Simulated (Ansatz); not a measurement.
Start from `C=C=N[SiH2]Cl` and change one atom or group to get `C#CN=C=C`.

Ansatz, PBE0-D4/def2-TZVP geometries, multiplicity 1. Each molecule was computed in one conformer, which needn't be the lowest.

```tsv
property	`C=C=N[SiH2]Cl`
HOMO energy (B3LYP/def2-TZVPP) / eV	-6.56
HOMO–LUMO gap (PBE0/def2-TZVPP) / eV	5.97
HOMO–LUMO gap (B3LYP/def2-TZVPP) / eV	5.52
HOMO energy (PBE0/def2-TZVPP) / eV	-6.78
HOMO–LUMO gap (ωB97M-V/def2-TZVPP) / eV	10.33
LUMO energy (B3LYP/def2-TZVPP) / eV	-1.03
```

(1) Give the same properties after the change, and the shifts. (Best estimate.)

Answers

(1) The calculation gave: 
```
                               property  `C#CN=C=C`  shift
    HOMO energy (B3LYP/def2-TZVPP) / eV       -6.72  -0.16
   HOMO–LUMO gap (PBE0/def2-TZVPP) / eV        5.59  -0.38
  HOMO–LUMO gap (B3LYP/def2-TZVPP) / eV        5.15  -0.37
     HOMO energy (PBE0/def2-TZVPP) / eV       -6.94  -0.16
HOMO–LUMO gap (ωB97M-V/def2-TZVPP) / eV        9.86  -0.47
    LUMO energy (B3LYP/def2-TZVPP) / eV       -1.57  -0.54
```

With PBE0 the HOMO falls by 0.16 eV and the LUMO falls by 0.55 eV, so the gap narrows by about 0.39 eV. PBE moves the HOMO by -0.15 eV and ωB97M-V by -0.14 eV.

B3LYP here is the variant with VWN-RPA as its local correlation; programs differ in this.
